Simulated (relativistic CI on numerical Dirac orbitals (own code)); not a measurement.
## Cu4+ in a cubic cluster: L2,3 absorption with charge transfer

Computed with a charge-transfer multiplet model of a cubic metal-ligand cluster with up to 3 ligand holes, Slater and spin-orbit integrals from Dirac-Coulomb-Breit ions, Slater integrals scaled by 0.9. The ground state mixes d7 with configurations of k ligand holes L, whose averages lie at kΔ + k(k − 1)U_dd/2; a core hole lowers each added d electron by U_cd. 300 K, Lorentzian 0.4 eV and Gaussian 0.3 eV FWHM.

Atomic integrals in eV (Slater integrals scaled, ζ unscaled), ground: F2dd 13.318, F4dd 8.350, zeta_d 0.120; with the core hole: F2dd 13.965, F4dd 8.759, zeta_d 0.150, zeta_core 13.370, F2cd 8.509, G1cd 6.600, G3cd 3.757.

Cluster parameters (eV): Δ = -0.8, U_dd = 7.3, 10Dq = 2, 10Dq(ligand) = 1.4, V(eg) = 2.25, V(t2g) = -1.1, final-state hopping factor = 1.

```csv
Case,n_d,d7,d8L,d9L2,d10L3,S
U_cd = 6.9 eV,7.83,0.27,0.64,0.09,0.00,0.51
U_cd = 7.5 eV,7.83,0.27,0.64,0.09,0.00,0.51
U_cd = 8.1 eV,7.83,0.27,0.64,0.09,0.00,0.51
U_cd = 8.7 eV,7.83,0.27,0.64,0.09,0.00,0.51
U_cd = 9.3 eV,7.83,0.27,0.64,0.09,0.00,0.51
```

Weights, n_d and S are thermal averages at 300 K. Photon energies count from the first peak over 30 % of the highest in each spectrum, which can be another peak from case to case. The parameters are a model scan and need not match a compound or its usual spin state. Peaks in eV (height, largest 100):
- U_cd = 6.9 eV: -1.2 (29), 0.0 (100), 0.9 (71), 2.1 (19), 3.0 (9), 3.6 (9), 5.6 (5), 18.7 (7), 19.4 (15), 20.7 (64), 22.2 (8), 23.0 (5)
- U_cd = 7.5 eV: -1.1 (28), 0.0 (100), 0.8 (64), 2.1 (17), 3.5 (9), 5.5 (5), 19.4 (14), 20.7 (64), 22.2 (6), 22.9 (5)
- U_cd = 8.1 eV: -1.0 (28), 0.0 (100), 0.7 (60), 2.1 (15), 3.5 (9), 19.6 (14), 20.7 (62), 22.4 (6)
- U_cd = 8.7 eV: -0.9 (28), 0.0 (100), 2.1 (14), 3.4 (9), 19.7 (13), 20.7 (61), 22.6 (6)
- U_cd = 9.3 eV: 0.0 (100), 2.0 (13), 3.4 (9), 7.9 (5), 19.7 (14), 20.6 (59), 22.6 (6)

For the case U_cd = 8.7 eV, Δ = -0.8 eV is smaller than U_dd = 7.3 eV, the charge-transfer side of the Zaanen-Sawatzky-Allen scheme (negative Δ: between configuration averages a ligand hole costs less than the nominal valence; multiplet and field energies can change this for the lowest states). With the core hole the configuration with one ligand hole lies at Δ + U_dd − U_cd = -0.4, -1.0, -1.6, -2.2, -2.8 eV from the one without, in the order of the table; where this is negative the screened configuration lies lower, though the effective hopping of about 3.3 eV (from the holes of the mixed ground state) mixes the two strongly wherever it is as large as the gap.
